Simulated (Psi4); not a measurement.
iodine (I₂), singlet, at a GFN2-xTB geometry (core potentials on I); B3LYP5/def2-SVP in Psi4.

Here is a job for Psi4.
```
memory 2 GB

molecule {
0 1
I    -0.00000000   -0.00000000   -1.33192124
I     0.00000000    0.00000000    1.33192124
}

set {
  basis def2-svp
}

energy('b3lyp5')
print_variables()
```

Q: Write the output that Psi4 gives for this input, abridged.

A: 
```
   => Loading Basis Set <=

    Name: DEF2-SVP
    Role: ORBITAL
    Keyword: BASIS

    !!!  WARNING: ECP capability is in beta. Please check occupations closely.  !!!

         ---------------------------------------------------------
                                   SCF
               by Justin Turney, Rob Parrish, Andy Simmonett
                          and Daniel G. A. Smith
                              RKS Reference
         ---------------------------------------------------------

  ==> Geometry <==

    Molecular point group: d2h
    Full point group: D_inf_h

    Geometry (in Angstrom), charge = 0, multiplicity = 1:

       Center              X                  Y                   Z               Mass
    ------------   -----------------  -----------------  -----------------  -----------------
         I            0.000000000000     0.000000000000    -1.331921240000   126.904471900000
         I            0.000000000000     0.000000000000     1.331921240000   126.904471900000

  Running in d2h symmetry.

  Rotational constants: A = ************  B =      0.03744  C =      0.03744 [cm^-1]
  Rotational constants: A = ************  B =   1122.41429  C =   1122.41429 [MHz]
  Nuclear repulsion =  124.157400128535386

  Charge       = 0
  Multiplicity = 1
  Electrons    = 50
  Nalpha       = 25
  Nbeta        = 25

  ==> Algorithm <==

  SCF Algorithm Type is DF.
  DIIS enabled.
  MOM disabled.
  Fractional occupation disabled.
  Guess Type is SAD.
  Energy threshold   = 1.00e-06
  Density threshold  = 1.00e-06
  Integral threshold = 1.00e-12

  ==> Primary Basis <==

  Basis Set: DEF2-SVP
    Blend: DEF2-SVP
    Number of shells: 20
    Number of basis functions: 52
    Number of Cartesian functions: 56
    Spherical Harmonics?: true
    Max angular momentum: 2

  Core potential: DEF2-SVP
    Number of shells: 8
    Number of ECP primitives: 58
    Number of ECP core electrons: 56
    Max angular momentum: 3

  ==> DFT Potential <==

   => LibXC <=

    Version 7.1.2
    S. Lehtola, C. Steigemann, M. J. T. Oliveira, and M. A. L. Marques,  SoftwareX 7, 1–5 (2018) (10.1016/j.softx.2017.11.002)

   => Composite Functional: B3LYP5 <=

    B3LYP5 Hyb-GGA Exchange-Correlation Functional

    P. J. Stephens, F. J. Devlin, C. F. Chabalowski, and M. J. Frisch,  J. Phys. Chem. 98, 11623 (1994) (10.1021/j100096a001)

    Deriv               =              1
    GGA                 =           TRUE
    Meta                =          FALSE

    Exchange Hybrid     =           TRUE
    MP2 Hybrid          =          FALSE

   => Exchange Functionals <=

    0.0800   Slater exchange
    0.7200         Becke 88

   => Exact (HF) Exchange <=

    0.2000               HF

   => Correlation Functionals <=

    0.1900   Vosko, Wilk & Nusair (VWN5)
    0.8100   Lee, Yang & Parr

   => LibXC Density Thresholds  <==

    XC_HYB_GGA_XC_B3LYP5:  1.00E-15

   => Molecular Quadrature <=

    Radial Scheme          =       TREUTLER
    Pruning Scheme         =           NONE
    Nuclear Scheme         =       TREUTLER

    Blocking Scheme        =         OCTREE
    BS radius alpha        =              1
    Pruning alpha          =              1
    Radial Points          =             75
    Spherical Points       =            302
    Total Points           =          39056
    Total Blocks           =            370
    Max Points             =            249
    Max Functions          =             52
    Weights Tolerance      =       1.00E-15

   => Loading Basis Set <=

    Name: (DEF2-SVP AUX)
    Role: JKFIT
    Keyword: DF_BASIS_SCF

  ==> Integral Setup <==

  SCF_SUBTYPE=INCORE selected. In-core MEM_DF algorithm will be used.
  Using in-core AOs.

  ==> MemDFJK: Density-Fitted J/K Matrices <==

    J tasked:                   Yes
    K tasked:                   Yes
    wK tasked:                   No
    Algorithm:                 Core
    Schwarz Cutoff:           1E-12
    Mask sparsity (%):       0.9615
    Fitting Condition:        1E-10

   => Auxiliary Basis Set <=

  Basis Set: (DEF2-SVP AUX)
    Blend: DEF2-UNIVERSAL-JKFIT
    Number of shells: 92
    Number of basis functions: 436
    Number of Cartesian functions: 618
    Spherical Harmonics?: true
    Max angular momentum: 5

  Minimum eigenvalue in the overlap matrix is 3.5525220895E-02.
  Reciprocal condition number of the overlap matrix is 1.1254422640E-02.
    Using symmetric orthogonalization.

  ==> Pre-Iterations <==

  SCF Guess: Superposition of Atomic Densities via on-the-fly atomic UHF (no occupation information).

   -------------------------
    Irrep   Nso     Nmo
   -------------------------
     Ag        12      12
     B1g        2       2
     B2g        6       6
     B3g        6       6
     Au         2       2
     B1u       12      12
     B2u        6       6
     B3u        6       6
   -------------------------
    Total      52      52
   -------------------------

  ==> Iterations <==

                           Total Energy        Delta E     RMS |[F,P]|

   @DF-RKS iter SAD:  -589.80211468046014   -5.89802e+02   0.00000e+00
   @DF-RKS iter   1:  -595.22041124374368   -5.41830e+00   2.62718e-02 ADIIS/DIIS
   @DF-RKS iter   2:  -595.29711641332256   -7.67052e-02   2.29263e-02 ADIIS/DIIS
   @DF-RKS iter   3:  -595.40994290568347   -1.12826e-01   2.42598e-03 ADIIS/DIIS
   @DF-RKS iter   4:  -595.41157827101324   -1.63537e-03   6.91347e-04 ADIIS/DIIS
   @DF-RKS iter   5:  -595.41172089614281   -1.42625e-04   2.22448e-05 DIIS
   @DF-RKS iter   6:  -595.41172103501344   -1.38871e-07   2.99195e-07 DIIS
  Energy and wave function converged.

  ==> Post-Iterations <==

   Electrons on quadrature grid:
      Ntotal   =   49.9999978004 ; deviation = -2.200e-06

    Orbital Energies [Eh]
    ---------------------

    Doubly Occupied:

[...]
       3B2g   -0.254666

    Virtual:

[...]
    Final Occupation by Irrep:
             Ag   B1g   B2g   B3g    Au   B1u   B2u   B3u
    DOCC [     6,    1,    3,    3,    1,    5,    3,    3 ]
    NA   [     6,    1,    3,    3,    1,    5,    3,    3 ]
    NB   [     6,    1,    3,    3,    1,    5,    3,    3 ]

  @DF-RKS Final Energy:  -595.41172103501344

   => Energetics <=

    Nuclear Repulsion Energy =            124.1574001285353859
    One-Electron Energy =               -1283.1831886639945424
    Two-Electron Energy =                 599.6105280913994875
    DFT Exchange-Correlation Energy =     -35.9964605909536743
    Empirical Dispersion Energy =           0.0000000000000000
    VV10 Nonlocal Energy =                  0.0000000000000000
    Total Energy =                       -595.4117210350134428

Computation Completed

Properties will be evaluated at   0.000000,   0.000000,   0.000000 [a0]

Properties computed using the SCF density matrix

 Multipole Moments:

 ------------------------------------------------------------------------------------
     Multipole            Electronic (a.u.)      Nuclear  (a.u.)        Total (a.u.)
 ------------------------------------------------------------------------------------

 L = 1.  Multiply by 2.5417464519 to convert [e a0] to [Debye]
 Dipole X            :          0.0000000            0.0000000            0.0000000
 Dipole Y            :          0.0000000            0.0000000            0.0000000
 Dipole Z            :          0.0000000            0.0000000            0.0000000
 Magnitude           :                                                    0.0000000

 ------------------------------------------------------------------------------------

  Variable Map:
  ----------------------------------------------------------------------------
[...]
  Array Variable Map:
  ----------------------------------------------------------------------------
[...]
[...]
```
